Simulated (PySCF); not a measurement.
**Ionisation energy of Pd¹⁵⁺ by level of theory**

Pd¹⁵⁺ [Ar] 3d10 4s2 4p1 [4p1/2^1, M_J = 1/2] → Pd¹⁶⁺ [Ar] 3d10 4s2, as a difference of total energies. All numbers are calculated (PySCF 2.14, the two-component X2C-1e Hamiltonian, in an uncontracted even-tempered set (18 s from 0.75 bohr⁻², ratio 2.8; 13 p from 0.97 bohr⁻², ratio 2.8; 9 d from 1.7 bohr⁻², ratio 2.8; 4 f from 5.3 bohr⁻², ratio 3)). Correlated levels: [Ne] frozen; the 86 highest virtual spinors dropped. "Screened" scales the spin-orbit matrix elements by Boettger's factors to mimic the two-electron term; Breit and QED terms are absent.

```csv
method,ionisation energy (eV)
GHF (screened spin-orbit),368.05
GMP2 (screened spin-orbit),368.75
```

Task: How much does correlation contribute at GMP2 (screened spin-orbit)?

Result: 368.75 − (368.05) = 0.70 eV, measured against GHF (screened spin-orbit).

Breit and QED terms and the two-electron picture change are absent.

For comparison: 369.1 ± 0.15 eV (semi-empirical (NIST evaluation); NIST Atomic Spectra Database, ionization energies).
